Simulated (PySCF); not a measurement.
## Working out the electron affinity of Se

Se⁻ [Ar] 3d10 4s2 4p5 (2P) → Se [Ar] 3d10 4s2 4p4 (3P). Calculation: PySCF 2.14, in def2-TZVPPD (7s6p5d1f, 57 functions); no relativity, point nucleus. Frozen: [Ar] 3d10. Energies in hartree (1 hartree = 27.21139 eV):

```csv
part,Se⁻ (lower),Se (upper)
UHF,-2399.863703,-2399.827603
CCSD correlation,-0.150183,-0.119285
(T),-0.005947,-0.003730
```

**Question.** What does Hartree-Fock give?

**Answer.** (-2399.827603) − (-2399.863703) = 0.036100 hartree = 0.982 eV.

**Question.** What do CCSD and CCSD(T) give?

**Answer.** The CCSD correlation energies differ by 0.030898 hartree = 0.841 eV and the triples by 0.002217 hartree = 0.060 eV, so CCSD gives 1.823 eV and CCSD(T) 1.883 eV.

A first-order spin-orbit estimate adds -0.013 eV to CCSD(T) (valence), giving 1.870 eV against 2.021 eV (measured; photodetachment measurements, as compiled on the Wikipedia data page of electron affinities).

The calculation is non-relativistic.

What remains against the reference includes basis incompleteness, the frozen core and higher excitations.
